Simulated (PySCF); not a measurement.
Species: C3H3BF2.
Atom-mapped SMILES: `[F:1][BH:2][C:3]1=[C:4]([F:5])[CH2:6]1` (hydrogens: H7 on B2; H8, H9 on C6)

The calculation used PBE0-D3(BJ)/def2-SVP geometry optimisation, gas phase (PySCF).

Q: Give the optimised bond lengths and angles.

A: 
| bond | length (Å) | order |
| --- | --- | --- |
| F1–B2 | 1.323 | single |
| B2–C3 | 1.526 | single |
| C3=C4 | 1.302 | double |
| C4–F5 | 1.298 | single |
| C4–C6 | 1.452 | single |
| C3–C6 | 1.568 | single |
| B2–H7 | 1.209 | single |
| C6–H8, C6–H9 | 1.101 | single |

Bonds in one row agree within 0.01 Å and their mean is given. Orders are formal, as drawn. A selection of angles:
| angle | degrees |
| --- | --- |
| F1–B2–C3 | 119.4 |
| F1–B2–H7 | 118.1 |
| C3–B2–H7 | 122.6 |
| B2–C3–C4 | 153.7 |
| B2–C3–C6 | 146.4 |
| C4–C3–C6 | 59.9 |
| C3–C4–F5 | 147.3 |
| C3–C4–C6 | 69.2 |
| F5–C4–C6 | 143.5 |
| C4–C6–H8 | 120.2 |
| C3–C6–C4 | 50.9 |
| C3–C6–H8 | 118.8 |
| H8–C6–H9 | 113.7 |

Dihedral angles: F1–B2–C3–C4 180° (antiperiplanar); B2–C3–C4–F5 -1° (synperiplanar); B2–C3–C6–C4 180° (antiperiplanar).

The 6 heavy atoms lie in one plane (0.003 Å rms). The 3-membered ring C3–C4–C6 has internal angles of 50.9° to 69.2°. B2 (three-coordinate boron) is planar (angles 122.6°, 119.4° and 118.1°, sum 360.0°, 0.00 Å off the plane of its three neighbours). The 3 C–C bonds span 1.302 Å (C3=C4, drawn double) to 1.568 Å (C3–C6, drawn single), a spread of 0.266 Å.

Point group: Cs (every atom within 0.08 Å of its image). Not checked by PBE0-D3(BJ)/def2-SVP frequencies. The numbers are those of one conformer.
